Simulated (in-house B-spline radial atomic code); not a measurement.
Results of a calculation; reference values are marked as such.
C6 from the polarisability at imaginary frequency: As³⁺

CAM-B3LYP linear response of the closed shell [Ar] 3d10 4s2, from an all-electron radial atomic-structure program (B-spline basis); scalar-relativistic (spin-free one-electron X2C), finite nucleus, no spin-orbit coupling; shells from n = 2 respond.

The dispersion coefficient of two like species is C6 = (3/π) ∫ α(iu)² du from 0 to ∞.

```tsv
u (hartree)	α(iu) (bohr³)
0	6.774
0.24	5.702
0.56	3.484
0.96	2
1.6	1.109
2.4	0.7015
3.6	0.4453
5.6	0.2643
8	0.1667
12	0.09368
20	0.04203
40	0.0129
```

Question: Fit one oscillator, α(iu) = α(0)/(1 + u²/ω²), through u = 0.56 and estimate C6.

Answer: From α(0)/α(iu) − 1 = 6.774/3.484 − 1 = 0.9443, ω = u/√0.9443 = 0.5763 hartree (15.7 eV). London's formula gives C6 = (3/4) α(0)² ω = 0.75 × 6.774² × 0.5763 = 19.83 hartree·bohr⁶, and the oscillator holds f = α(0) ω² = 2.25 electrons, of a sum of oscillator strengths of 28.6.

Question: How does that compare with the full integral?

Answer: The program's quadrature over all excitations gives C6 = 21.28, so the single oscillator is off by -6.8 %. At the last point the fit gives α = 0.00141 against 0.0129: higher excitations, and deeper shells where there are any, keep the true curve higher at large u.
